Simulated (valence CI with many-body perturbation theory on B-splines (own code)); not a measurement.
## E1 line list for La

Method: configuration interaction combined with many-body perturbation theory (CI+MBPT): three valence electrons over a frozen Dirac-Fock core [Xe], radial functions for each j: 7 s, 7 p, 7 d, 7 f, 4 g, 2 h, with the one-electron correlation potential Σ1 (screened to all orders), the two-electron term Σ2, the three-electron term Σ3, Breit, model QED; selected single and double excitations, second order for the rest, scaled by the run's own slope (own B-spline code, finite nucleus).

Set against measurement, 62 paired levels are off by 609 cm⁻¹ on average, the worst by 1408. These come from a selection out of the NIST Handbook of Basic Atomic Spectroscopic Data. Levels without a partner in it may be off by more, other configurations by several thousand cm⁻¹. 6 measured levels below the end of the list, from 15197 cm⁻¹ on, found no clear computed partner.

Lines 301 to 350 of 566 in falling wavelength, among levels below 34338 cm⁻¹, chosen from the strongest by gf and those to the six lowest levels. Wavelengths and rates use the calculated energies, so an error of 600 cm⁻¹ moves a line at 631.1 nm by 3.8 % and its rate by three times that or more. Electric multipoles are in the length gauge, E1 and E2 with the static RPA response of the core. Weak lines are less certain than strong ones. Lines between different terms over intervals too small for the method are left out, as are lines whose strength nearly cancels and 6 of this kind that miss the measured wavelength by over 7 %. Where a level lies close to another of its J and parity, the split of strength between their lines is uncertain. The highest levels of a list are the least certain.

Names give the largest LS component (configuration and term), which can be under half, so a name can repeat, a term be missing and a line seem to break the LS rules; names also repeat where a configuration has a term twice. Letters in brackets count levels of one name in rising energy.

```tsv
λ vac (nm)	λ from measured levels	Upper	Lower	A (s⁻¹)	log gf	Branch %
640.7		5d 6s 7s 4D_5/2 [b]	5d 6s 6p 4D°_5/2	4.57e+06	-0.77	15.2
637.3		5d2 7s 4F_5/2	5d 6s 6p 2D°_5/2	7.07e+06	-0.59	21.7
634.7		5d 6s 7s 4D_5/2 [c]	5d 6s 6p 4D°_5/2	4.36e+06	-0.80	12.6
634.1		5d2 6d 4H_7/2 [b]	5d2 6p 4G°_7/2	3.55e+06	-0.77	5.9
632.1		5d2 6d 4H_7/2 [b]	5d2 6p 4G°_5/2 [b]	2.11e+07	0.00	34.9
631.1	625.2	5d2 6p 4G°_11/2	5d2 6s 4F_9/2	3.76e+07	0.43	99.3
630.9		5d 6s 7s 4D_3/2	5d 6s 6p 4D°_1/2	6.39e+06	-0.82	9.5
630.0		5d2 6p 2D°_5/2 [b]	5d2 6s 2D_5/2	4.93e+06	-0.75	6.4
629.7		5d 6s 6d 2F_7/2	5d 6s 6p 2F°_7/2	9.31e+06	-0.35	11.5
629.5		5d2 7s 2D_3/2	5d 6s 6p 2D°_3/2	1.19e+07	-0.55	22.1
629.3		5d2 6d 4G_11/2	5d2 6p 4G°_9/2	7.44e+06	-0.28	13.2
627.0		5d 6s 6p 2F°_7/2	5d2 6s 4F_5/2	1.88e+06	-1.05	18.4
626.7		5d2 6d 4G_9/2	5d2 6p 4G°_7/2	2.83e+06	-0.78	6.2
626.7		5d2 6p 2D°_3/2 [b]	5d2 6s 2P_1/2	9.50e+06	-0.65	10.4
626.0		5d 6s 7s 4D_5/2 [b]	5d 6s 6p 4F°_7/2	4.35e+06	-0.81	14.5
624.9		5d 6s 7s 4D_7/2	5d 6s 6p 4D°_5/2	5.09e+06	-0.62	8.6
624.6	629.5	5d2 6p 2D°_5/2 [a]	5d2 6s 4F_7/2	6.35e+06	-0.65	11.0
621.0		5d2 6d 4G_7/2	5d2 6p 2F°_7/2 [a]	6.05e+06	-0.55	11.9
619.8		5d2 6p 4D°_3/2 [b]	5d2 6s 4P_3/2	1.67e+07	-0.42	38.6
619.6		5d2 6d 4H_9/2	5d2 6p 2F°_7/2 [a]	2.03e+07	0.07	34.9
618.4		5d2 6p 4D°_1/2 [b]	5d2 6s 4P_1/2	2.52e+07	-0.54	57.7
616.2		5d2 6p 2H°_11/2	5d2 6s 2G_9/2	1.43e+07	-0.01	86.5
615.0		5d2 6p 2D°_3/2 [b]	5d2 6s 2D_3/2	9.55e+06	-0.66	10.4
614.8		5d2 6d 4F_3/2 [b]	5d2 6p 2D°_3/2 [a]	8.43e+06	-0.72	20.6
614.4		5d2 6d 2D_5/2	5d 6s 6p 4P°_3/2	4.01e+06	-0.87	6.3
612.0		5d2 6d 2G_9/2	5d2 6p 4G°_7/2	1.65e+07	-0.03	25.9
611.8		5d2 6p 4D°_5/2 [b]	5d2 6s 4P_5/2	1.57e+07	-0.28	32.9
610.9		5d 6s 7s 4D_7/2	5d 6s 6p 4F°_7/2	7.56e+06	-0.47	12.8
609.7		5d2 6p 4D°_3/2 [b]	5d2 6s 4P_1/2	1.22e+07	-0.56	28.4
609.5		5d 6s 7s 4D_5/2 [c]	5d 6s 6p 4F°_5/2	5.12e+06	-0.77	14.8
609.4		5f 6s 6p 2G_7/2	5d2 6p 4G°_5/2 [a]	4.37e+06	-0.71	33.8
608.0	600.9	5d2 6p 4F°_7/2	5d2 6s 4F_9/2	4.68e+06	-0.68	8.6
606.6	610.9	5d2 6p 2D°_5/2 [a]	5d2 6s 4F_5/2	2.93e+06	-1.01	5.1
606.1		5d 6s 7s 4D_5/2 [a]	5d 6s 6p 2D°_5/2	8.52e+06	-0.55	18.6
605.2		5d 6s 6p 2F°_5/2 [a]	5d2 6s 2F_7/2	4.46e+06	-0.83	7.3
605.1		5d2 6p 4G°_5/2 [b]	5d 6s2 2D_5/2	6.04e+06	-0.70	28.9
604.2		5d2 6p 4D°_5/2 [b]	5d2 6s 4P_3/2	1.40e+07	-0.34	29.3
603.4	569.8	5d2 6p 4G°_7/2	5d 6s2 2D_5/2	6.30e+05	-1.56	2.3
601.7		5d2 6d 4H_7/2 [b]	5d2 6p 4G°_5/2 [a]	3.92e+06	-0.77	6.5
601.4		5d2 6d 4F_5/2	5d2 6p 4G°_5/2 [b]	4.72e+06	-0.81	6.1
600.0	593.7	5d2 6p 4F°_5/2	5d2 6s 4F_7/2	5.66e+06	-0.74	9.4
600.0		5d 6s 6d 2F_7/2	5d2 6p 4G°_5/2 [b]	4.05e+06	-0.76	5.0
598.9		5d2 6p 4S°_3/2	5d2 6s 4P_5/2	2.32e+07	-0.30	36.7
597.3		5d2 6p 2D°_5/2 [b]	5d2 6s 2D_3/2	5.64e+06	-0.74	7.3
596.1		5d 6s 7s 4D_1/2	5d 6s 6p 4F°_3/2	1.96e+07	-0.68	26.8
595.8		4f 5d 6s 4F°_9/2	5d2 6s 2G_9/2	5.78e+06	-0.51	11.5
595.0		5d 6s 7s 2D_3/2	5d 6s 6p 2D°_3/2	7.75e+06	-0.78	15.7
594.8		5d 6s 7s 4D_3/2	5d 6s 6p 4F°_3/2	1.23e+07	-0.59	18.2
594.4	585.7	5d2 6p 4F°_3/2	5d2 6s 4F_5/2	7.46e+06	-0.80	11.8
594.1	598.4	5d2 6p 2D°_5/2 [a]	5d2 6s 4F_3/2	2.03e+06	-1.19	3.5
```

Task: How does gf follow from A for the line at 629.7 nm?

Result: gf = 1.4992 × (2J+1)_upper × A / σ², with σ = 15880 cm⁻¹ and 2J+1 = 8: gf = 0.443.
